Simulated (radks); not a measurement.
The numbers below are computed, except where a source is named.
All-electron atom: Cu II in [Ar] 3d10. Code: a radial shooting solver on a logarithmic mesh with Libxc functionals. Model: scalar-relativistic Kohn-Sham, PBE, spin-unpolarised, spherical densities, finite nucleus; Fermi nuclear charge, rms radius 3.8823 fm.

Radial electron density D(r) = 4 pi r^2 rho(r):

r (bohr)  D(r) (e/bohr)
0.004107          3.095
0.00463           3.796
0.005221          4.638
0.005934          5.716
0.00669           6.916
0.007604          8.424
0.008573          10.07
0.009666          11.95
0.01099           14.22
0.01239           16.58
0.01397           19.14
0.01587           22.03
0.0179            24.80
0.02034           27.69
0.02293           30.21
0.02586           32.38
0.02939           34.12
0.03314           35.09
0.03766           35.28
0.04246           34.68
0.04788           33.43
0.05441           31.63
0.06135           29.89
0.06917           28.53
0.07862           27.98
0.08864           28.61
0.1007            30.58
0.1136            33.37
0.1281            36.45
0.1456            39.14
0.1641            40.21
0.1851            39.27
0.2103            35.96
0.2371            31.21
0.2695            25.60
0.3039            21.09
0.3426            18.34
0.3894            17.74
0.4391            18.95
0.499             20.98
0.5626            22.38
0.6344            22.46
0.721             20.82
0.8129            17.99
0.9166            14.52
1.042             10.83
1.175             7.814
1.335             5.302
1.505             3.592
1.697             2.391
1.929             1.521
2.175            0.9723
2.452            0.6007
2.787            0.3412
3.142            0.1884
3.571           0.09191
4.026           0.04258

D(r) has 3 maxima, at r = 0.0365, 0.165, 0.600 bohr, and minima at 0.0780, 0.377 bohr, inside which lie 2.09, 10.85 electrons.
